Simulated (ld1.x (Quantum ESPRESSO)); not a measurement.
LDA (PZ) PAW dataset for Co (Z = 27), scalar-relativistic all-electron reference.

ld1.x (Quantum ESPRESSO) 7.5 input, shortened:

```
&input
   title='Co', zed=27., rel=1, dft='PZ', iswitch=3,
   config='[Ar] 3d7 4s2 4p0 4f-2'
 /
 &inputp
   pseudotype=3, lpaw=.true., tm=.true., lloc=-1, rcloc=2.30,
   nlcc=.true., rcore=0.95,
   which_augfun='PSQ', rmatch_augfun_nc=.true.
 /
8
4S  1  0   2.00   0.00  1.95  2.35  0.0
4S  1  0   0.00  -0.05  1.95  2.35  0.0
4P  2  1   0.00   0.00  1.75  2.10  0.0
4P  2  1   0.00   0.70  1.75  2.10  0.0
3D  3  2   7.00   0.00  1.35  1.65  0.0
3D  3  2   0.00   0.50  1.35  1.65  0.0
4F  4  3  -2.00   0.10  1.95  2.30  0.0
4F  4  3  -2.00   0.65  1.95  2.30  0.0
 &test
   configts(1)='3d7 4s2 4p0'
 /
```

* Cutoffs needed: 40 Ry and 70 Ry (the cutoffs (Ry, on a coarse ladder) from which the occupation-weighted sum of valence levels, in a spherical-Bessel basis at the reference potential, stays within 10 and 1 mRy of its value at 400 Ry)
* Ghost test: no extra level below or beside the all-electron valence levels (s, p, d, f tested) (spherical-Bessel basis up to 400 Ry, 20 bohr box)
* Largest excitation error: -1501 meV (all-electron minus pseudo) for 3d5 4s0 4p0, out of 7 test configurations
* Lowest eigenvalue of the overlap operator: 0.40 (s channel)
* Density cutoff estimated by the generator: 304 Ry
